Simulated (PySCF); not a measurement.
Simulation results for CH4BGeO

Computed with PySCF 2.14.0. Calculation on a computer-drawn molecule: the log of a Hartree-Fock and frozen-core CCSD(T) single point meant for a local Hartree-Fock minimum, with one planted fault or none, to be diagnosed. Offsets are logged minus clean, where the clean run is the same molecule without the fault. The reference is restricted for singlets and unrestricted otherwise, and also for a bond in bohr or an excited solution. Adding or removing an electron swaps singlet and doublet. The excited solution moves the top pair (singlet) or top alpha electron (doublet) to the lowest empty orbital. Highest occupied and lowest empty are orbital energies over both spins, largest force is the largest gradient component, triples share is (T) over the correlation energy, the T1 limit is 0.02 restricted and 0.045 unrestricted, electrons count all cores, a negative frequency is imaginary (commonest isotopes), and the dipole is about the centre of nuclear charge; on germanium a core potential holds 10 electrons, which the energies leave out, and 3d is frozen in MP2 and coupled-cluster steps.

```xyz
8
formula=CH4BGeO meant_charge=1 meant_multiplicity=1 meant_basis=cc-pVDZ meant_basis_and_core_potential_on_germanium=cc-pVDZ-PP_ECP10MDF logged_electrons=54 logged_basis_functions=85 logged_SCF_converged=yes logged_spin_squared=0 logged_highest_occupied=-8.6071 logged_lowest_empty=-7.6988 logged_largest_force=0.24244 logged_CC_converged=no logged_dipole_magnitude=4.5468 logged_SCF_stable_within_its_kind=no logged_energy_HF=-432.49181 possible_faults=no_fault,one_electron_removed,one_electron_added,multiplicity_raised_by_two,geometry_at_a_saddle_point,SCF_held_on_an_excited_solution,minimal_basis_STO-3G,one_bond_length_entered_in_bohr,all_coordinates_scaled
B      0.3823     0.8989    -1.4223
O      0.9909    -0.1447    -1.3724
Ge     1.9777    -1.8357    -1.1994
C      2.3004    -2.1589     0.4707
H     -0.2063     1.9081    -1.4735
H      2.1005    -2.1994    -2.6401
H      1.9649    -1.4938     1.2536
H      2.8381    -3.0604     0.7343
```

Units: logged_highest_occupied, logged_lowest_empty in eV; logged_largest_force in hartree/bohr; logged_dipole_magnitude in debye; logged_energy_HF in hartree.

Drawn bonds:
```tsv
atom	other atom	order
1	2	1
2	3	1
3	4	2
1	5	1
3	6	1
4	7	1
4	8	1
```

Notes: CCSD not converged.

Q: Give the missing planted fault for CH4BGeO.
A: SCF held on an excited solution

Further results for CH4BGeO:

* HF energy offset from clean run: 230.3 kcal/mol
